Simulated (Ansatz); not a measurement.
Frontier orbitals of CH₂AlNO (`N#[C][AlH][OH]`).

Total charge 0; spin multiplicity 1. The structure was optimised at the PBE0-D4/def2-TZVP level. It is one conformer, not always the lowest. Basis def2-TZVPP, the Gaussian-basis code of Ansatz.

Wavefunction ionisation energies are left out: the UHF cation lies over 0.3 eV above the hybrids' and is likely on a second state.

Orbital energies of one run (eV). Highest occupied ones, from the top: -7.93, -8.23, -8.38, -8.47, -8.61, -9.53, -11.83, -13.37, -22.41, -24.93, -69.71, -69.73, -69.96, -107.99. Empty: -2.55, -1.45, -0.69, 0.22, 0.52, 1.35.

Question: Which functional gave them?
A. r2SCAN0
B. B97M-V
C. PBE0
D. revPBE

Answer: D. HOMO energies: revPBE -7.93, PBE0 -9.49, r2SCAN0 -9.74, B97M-V -8.42 eV.
